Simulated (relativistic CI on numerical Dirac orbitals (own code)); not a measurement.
**Hyperfine structure of Bi LXIV, mass number 209**

Calculated at this level of theory: Dirac-Coulomb-Breit CI, KLI orbitals optimised for each configuration, QED by a radiative potential, unscaled Slater integrals (own radial code, finite nucleus).

CI space (outside the closed core [Ne]): 3s2.3p6.3d2, 3s2.3p5.3d3, 3s.3p6.3d3, 3s2.3p6.3d.4s, 3s2.3p6.3d.4p, 3s2.3p6.3d.4d, 3s2.3p5.3d2.4s, 3s2.3p6.3d.4f, 3s2.3p5.3d2.4p, 3s2.3p5.3d2.4d, 3p6.3d4, 3p5.3d5, 3p5.3d4.4s, 3p6.3d3.4s, 3p5.3d3.4s2. Double excitations out of closed p, d and f shells are left out; levels of such configurations are missing from the list, as are those of other unlisted configurations, and high levels can miss mixing partners. These lack a partner that the ground configuration has and come out too high: 3s2.3p5.3d2.4p, 3s2.3p5.3d2.4d.

Nuclear spin I = 9/2, μ = 4.092 μN, Q = -0.516 b (tables of Stone and Pyykkö). The electronic factors are computed for point nuclear moments, without core polarisation or the Bohr-Weisskopf and QED corrections.

```tsv
Level	E (eV)	A (GHz)	B (GHz)
3s2.3p6.3d2 3F_2	0.000	151.8	-2.56
3s2.3p6.3d2 3F_3	125.653	85.25	-23
3s2.3p6.3d2 1G_4	141.971	92.05	-121
3s2.3p6.3d2 3P_1	144.198	-10.76	-25.1
3s2.3p6.3d2 3F_4	260.756	59.01	-62
```

Levels with J = 0, under 50 % of one LS term, or S terms without an open s electron are left out. Small factors come from cancelling terms and can be off by tens of per cent or more.

At this charge energies of transitions that change n are usually good to better than 1 %, and those within a shell (Δn = 0) to a few per cent.

Q: Give the hyperfine levels of 3s2.3p6.3d2 3F_2 relative to its centre of gravity.

A: With K = F(F + 1) − I(I + 1) − J(J + 1), E = AK/2 + B[¾K(K + 1) − I(I + 1)J(J + 1)]/[2I(2I − 1)J(2J − 1)]: F = 5/2: -1670, F = 7/2: -1138, F = 9/2: -454.5, F = 11/2: 380.1, F = 13/2: 1365 GHz.

LS names give the leading component of a level, which can be under half, so a name can repeat, a term be missing and a line seem to break the LS rules.
